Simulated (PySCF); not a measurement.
**Energy of Mn⁺ (manganese, charge +1) between two integer charges**

The 4s alpha orbital of [Ar] 3d5 4s1 is emptied in steps (occupation f), with all orbitals relaxed, ending at [Ar] 3d5. Computed with PySCF 2.14 in aug-pcseg-2, with the non-relativistic Hamiltonian (point nucleus). The exact energy is a straight line in f; departures are measured from the line between the end points of the same method.

| f | PBE0 (eV) | r2SCAN (eV) | LC-wPBE (eV) |
| --- | --- | --- | --- |
| 1 | 0.000 | 0.000 | 0.000 |
| 0.9 | -0.240 | -0.290 | -0.015 |
| 0.7 | -0.561 | -0.673 | -0.034 |
| 0.5 | -0.670 | -0.799 | -0.040 |
| 0.3 | -0.565 | -0.670 | -0.036 |
| 0.1 | -0.243 | -0.286 | -0.017 |
| 0 | 0.000 | 0.000 | 0.000 |

```tsv
method	E(f=0) − E(f=1) (eV)	−ε at f=1 (eV)	−ε at f=0.5 (eV)
PBE0	15.805	13.146	15.792
r2SCAN	15.975	12.735	15.982
LC-wPBE	15.580	15.411	15.574
```

Orbital energy along the path (eV):

```tsv
f	PBE0	r2SCAN	LC-wPBE
1	-13.146	-12.735	-15.411
0.9	-13.671	-13.403	-15.450
0.7	-14.727	-14.711	-15.518
0.5	-15.792	-15.982	-15.574
0.3	-16.872	-17.254	-15.631
0.1	-17.962	-18.529	-15.722
0	-18.492	-19.138	-15.782
```

Reference removal energy between the ground levels: 15.640 eV (measured; NIST Atomic Spectra Database, ionization energies).
